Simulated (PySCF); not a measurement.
Compound: C3H4GeO.
SMILES with atom numbers: `[CH:1]#[C:2][C:3](=[O:4])[GeH3:5]` (hydrogens: H6 on C1; H7, H8, H9 on Ge5)

A GFN2-xTB structure with every atom displaced at random (by about 0.01 Å) was refined with PBE0-D3(BJ)/def2-SVP geometry optimisation, gas phase (PySCF). Values at the start:

```tsv
coordinate	start
C1≡C2	1.203 Å
C1–H6	1.060 Å
C2–C3	1.432 Å
C3=O4	1.212 Å
C3–Ge5	1.994 Å
Ge5–H7	1.508 Å
Ge5–H9	1.486 Å
C1–C2–C3	176.2°
C2–C3–O4	122.2°
C2–C3–Ge5	114.1°
O4–C3–Ge5	123.7°
```

Q: How do these coordinates change at the PBE0-D3(BJ)/def2-SVP level?

A: 
| coordinate | PBE0-D3(BJ)/def2-SVP (Å or °) | change |
| --- | --- | --- |
| Ge5–H9 | 1.534 | +0.048 |
| Ge5–H7 | 1.538 | +0.030 |
| C2–C3 | 1.452 | +0.020 |
| C1–H6 | 1.076 | +0.016 |
| C3–Ge5 | 2.009 | +0.015 |
| C1≡C2 | 1.214 | +0.011 |
| C3=O4 | 1.208 | -0.004 |
| O4–C3–Ge5 | 121.4 | -2.3 |
| C1–C2–C3 | 174.5 | -1.7 |
| C2–C3–Ge5 | 115.4 | +1.3 |
| C2–C3–O4 | 123.2 | +1.0 |

The energy falls by 0.088 eV over 6 energy and gradient evaluations, the largest force component goes from 0.0150 to 2.0e-04 Eh/bohr, and the atoms move by 0.058 Å rms after alignment. The bond that changes most is Ge5–H9 (ends: germanium bonded to C and 3 H; Ge–H hydrogen), which lengthens by 0.048 Å. Bonds longer at the end by more than 0.005 Å: 7 of 8; shorter: 0. Rotational constants go from 5710, 2003, 1509 to 5674, 1959, 1483 MHz.

The run used 108 basis functions and 42 SCF cycles in all.

No frequency check.
